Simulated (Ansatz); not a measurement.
Job for Ansatz (a first-principles code): U-PBE/def2-TZVPP on H6SiSn (SMILES [SiH3][SnH3]), a point of a bond scan (R = 2.001 Å). Elements past Kr take the def2 small-core potentials; no spin–orbit coupling.

Ansatz 0.2 input:
```yaml
crystal:
  periodic: [false, false, false]
  atoms:
    - {symbol: Sn, position_ang: [-0.61782741, 0.06128438, -0.01104223]}
    - {symbol: Si, position_ang: [1.94433205, -0.19286485, 0.03475042]}
    - {symbol: H, position_ang: [-1.31526903, -0.97677330, -1.18186460]}
    - {symbol: H, position_ang: [-1.06686420, 1.66906744, -0.39602690]}
    - {symbol: H, position_ang: [-1.29897929, -0.32715219, 1.51210016]}
    - {symbol: H, position_ang: [2.43968381, -2.07804598, 0.48634664]}
    - {symbol: H, position_ang: [2.52737364, 0.71260904, 1.05295175]}
    - {symbol: H, position_ang: [2.51320142, 0.14743305, -1.29082092]}
basis:
  gaussian:
    orbitals: def2-TZVPP
hamiltonian:
  xc: {name: PBE}
magnetization: {spin_polarized: true, initial_magnetization: 0}
```

The head of its log:

```
WARN ansatz: RAYON_NUM_THREADS=1 ignored (pool sized by the plan → 1); use --threads N
Functional definition: PBE
integrals: 0.08 GiB planned
1030 factors; their error is unknown
mean field: 0.73 GiB planned
mean field evaluation 1: about -13799.5708 eV, gradient 1.3e1 eV
mean field evaluation 2: about -13800.2123 eV, gradient 1.0e1 eV
```

Q: What total energy does the run end on?

A: -507.1685 hartree.
